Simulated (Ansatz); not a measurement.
`N#C[SiH2]P` + `[OH][AlH2]` → `[AlH2][O]P` + `N#C[SiH3]` at 298.15 K and 1 bar (cleavage of the P–Si bond).

Program: Ansatz. Geometries: PBE0-D4/def2-TZVP. ΔE: electronic, gas phase. CBS: MP2 limit from def2 TZ/QZ plus the TZ coupled-cluster correction, frozen cores. This one scheme is used for every species. Each species was taken in one conformer, which may not be the lowest.

```csv
species,CCSD(T)/CBS energy (Eh),H − E (kJ/mol),S (J/(mol·K))
`N#C[SiH2]P`,-725.16307,132.4,327.8
`[OH][AlH2]`,-319.03157,82.3,252.8
`[AlH2][O]P`,-660.56673,110.4,320.0
`N#C[SiH3]`,-383.61554,100.1,264.7
```

H − E and S are ideal-gas, rigid-rotor, harmonic terms from PBE0-D4/def2-TZVP, for one conformer and one mirror image of each species. 1 Eh = 2625.50 kJ/mol, R = 8.31446 J/(mol·K).

Problem. By hand: ΔE, ΔH, ΔS and ΔG.

Solution. ΔE = (-660.56673) + (-383.61554) − (-725.16307) − (-319.03157) = 0.01237 Eh = 32.5 kJ/mol. Δ(H − E) = 110.4 + 100.1 − 132.4 − 82.3 = -4.2, so ΔH = 28.3 kJ/mol. ΔS = 320.0 + 264.7 − 327.8 − 252.8 = 4.1 J/(mol·K). ΔG = 28.3 − 298.15 × (4.1)/1000 = 27.1 kJ/mol.

Problem. By hand: the equilibrium constant, and the temperature at which ΔG would vanish if ΔH and ΔS stayed fixed.

Solution. log₁₀ K = −ΔG/(RT ln 10) = -4.7. ΔG = 0 at ΔH/ΔS = 6902 K, far beyond where these terms or the molecules hold.

The number of gas molecules stays the same, so ΔS is small and ΔH decides. A doubt of 5 kJ/mol in ΔE shifts log₁₀ K by 0.9 here. Other conformers and mirror images would add mixing entropy, several J/(mol·K) or more a flexible species. Modes under 60 cm⁻¹, often nearly free rotors, make the harmonic entropy too high. These are equilibria of isolated gas molecules and say nothing of rates. Largest T1 diagnostic: 0.014 (customary marks: 0.02 for closed shells, 0.045 for open ones).
